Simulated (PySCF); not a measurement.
Xenon: a sound run and one with changed settings

Sound run: Xe²⁺ [Kr] 4d10 5s2 5p4, Xe³⁺ [Kr] 4d10 5s2 5p3. All numbers are calculated (PySCF 2.14, scalar relativity by spin-free X2C-1e, in x2c-TZVPall). In the sound run the correlated levels freeze [Kr] 4d10. The sound run starts from symmetry-adapted Hartree-Fock orbitals and uses a fine grid where one is needed.

Changed run: all electrons correlated in a basis built for the valence shell.

```tsv
species	method	sound run (hartree)	changed run (hartree)	converged
Xe²⁺	MP2	-7442.38295	-7442.92028	yes
Xe³⁺	MP2	-7441.28529	-7441.81651	yes
```

Ionisation energy of Xe²⁺:

| method | sound run (eV) | changed run (eV) |
| --- | --- | --- |
| UHF | 29.301 | 29.301 |
| MP2 | 29.869 | 30.035 |
| SCS-MP2 | 29.922 | 30.034 |

A valence basis has no tight correlating functions, so it recovers only part of the core correlation, and not evenly between atom and ion.

For comparison, NIST gives 31.05 ± 0.04 eV between the lowest levels.
